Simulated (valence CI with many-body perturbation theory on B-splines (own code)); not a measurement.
The numbers below are computed, except where a source is named.
## From CI to CI+MBPT in Tm⁶⁴⁺

Level of theory: configuration interaction combined with many-body perturbation theory (CI+MBPT): three valence electrons over a frozen Dirac-Fock core [He], a basis of 11 s, 11 p, 9 d, 7 f, 5 g, 2 h, 1 i functions for each j, with the one-electron correlation potential Σ1, the two-electron term Σ2, the three-electron term Σ3, Breit, model QED; selected CI, second order for the rest (own B-spline code, finite nucleus).

The last digits are not significant, and no measured levels were compared; by estimate large intervals hold to a few tenths of a per cent, small ones and those within an open d or f shell to about a per cent.

Each rung adds one term. CI alone is the Dirac-Coulomb CI over the frozen core; QED comes last and gives the full result, which names the levels. Energies are above (2s^2 2p1/2) J=1/2 on the same rung, in Ry.

Levels are named by their leading jj configuration (3d3/2^4 stands for four electrons in 3d with j = 3/2), which in mixed levels can hold well under half, so a name can repeat and another be missing. Letters in brackets count levels of one name in rising energy.

```
                     Level  CI alone    + Σ1    + Σ2    + Σ3  + Breit    Full
        (2s 2p1/2^2) J=1/2     17.64   17.62   17.61   17.61    18.75   17.70
        (2s^2 2p3/2) J=3/2     79.28   79.29   79.29   79.29    78.16   78.25
(2s 2p1/2 2p3/2) J=3/2 [a]     91.68   91.67   91.67   91.67    91.61   90.67
    (2s 2p1/2 2p3/2) J=5/2     95.18   95.17   95.17   95.16    94.48   93.53
    (2s 2p1/2 2p3/2) J=1/2     99.39   99.37   99.35   99.35    99.33   98.38
(2s 2p1/2 2p3/2) J=3/2 [b]     99.89   99.88   99.86   99.85    99.48   98.53
     (2p1/2^2 2p3/2) J=3/2    118.16  118.13  118.10  118.09   118.97  116.98
        (2s 2p3/2^2) J=5/2    172.60  172.61  172.60  172.60   171.07  170.23
        (2s 2p3/2^2) J=1/2    179.32  179.33  179.32  179.32   178.42  177.58
        (2s 2p3/2^2) J=3/2    179.83  179.83  179.81  179.80   178.47  177.63
     (2p1/2 2p3/2^2) J=3/2    194.13  194.11  194.08  194.08   193.84  191.94
     (2p1/2 2p3/2^2) J=5/2    196.38  196.36  196.34  196.33   195.48  193.59
     (2p1/2 2p3/2^2) J=1/2    199.43  199.41  199.38  199.38   199.34  197.44
           (2p3/2^3) J=3/2    276.35  276.34  276.32  276.32   274.95  273.16
           (2s^2 3s) J=1/2    665.32  665.35  665.35  665.34   663.71  663.98
        (2s^2 3p1/2) J=1/2    671.26  671.29  671.28  671.28   669.95  669.89
   (2s 2p1/2 3s) J=1/2 [a]    677.22  677.23  677.23  677.22   676.56  675.81
       (2s 2p1/2 3s) J=3/2    679.42  679.43  679.42  679.42   678.47  677.71
   (2s 2p1/2 3s) J=1/2 [b]    681.34  681.35  681.34  681.34   680.54  679.77
```

Task: How does the ionisation energy move along the ladder, and which term matters most?

Result: CI alone 16056, + Σ1 16057, + Σ2 16057, + Σ3 16057, + Breit 16031, + QED 16030 eV. The largest step is Breit, -26 eV. NIST lists 16036 ± 24 eV (theoretical).
